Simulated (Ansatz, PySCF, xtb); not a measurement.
Reaction R1 + 2 R2 + 2 R3 → 4 P1 + P2, each structure at its B3LYP-D3(BJ)/def2-TZVP stationary point, reached from a drawn start (curvature not checked).
P1: H2 (SMILES [H][H]), charge 0, multiplicity 1.
R1: H2O (SMILES O), charge 0, multiplicity 1.
R2: HF (SMILES F), charge 0, multiplicity 1.
R3, SiH4 (SMILES [SiH4]) (charge 0, multiplicity 1, Z-matrix in Å and degrees):
```
Si
H 1 1.4803
H 1 1.4803 2 109.47
H 1 1.4803 2 109.47 3 120.00
H 1 1.4803 2 109.47 3 -120.00
```
P2: F2H4OSi2 (SMILES F[SiH](F)O[SiH3]), charge 0, multiplicity 1.

P less R. No zero-point or thermal terms. One arrangement of each flexible species, with no search for the lowest.

Correlated levels freeze the cores.

Codes used: Ansatz (an electronic-structure program) with Gaussian orbitals; PySCF for M06-2X and the D3/D4 terms; xtb for the GFN methods. All values are computed, each at the level named.

The comparison value is -102.57 kcal/mol (CCSD(T)/cc-pV(T+d)Z). It is a level with limits of its own, not the exact answer.

### Question
Order these levels by how close they come to the comparison value for the reaction energy, closest first: revPBE-D3(BJ)/def2-TZVPP, GFN2-xTB, B97M-V/def2-TZVPP, M06-2X/def2-TZVPP, BHLYP-D4/def2-TZVPP. Give each level's value less the comparison value.

### Answer
B97M-V/def2-TZVPP (-0.99 kcal/mol), GFN2-xTB (1.57 kcal/mol), BHLYP-D4/def2-TZVPP (-2.26 kcal/mol), M06-2X/def2-TZVPP (-8.44 kcal/mol), revPBE-D3(BJ)/def2-TZVPP (10.21 kcal/mol)
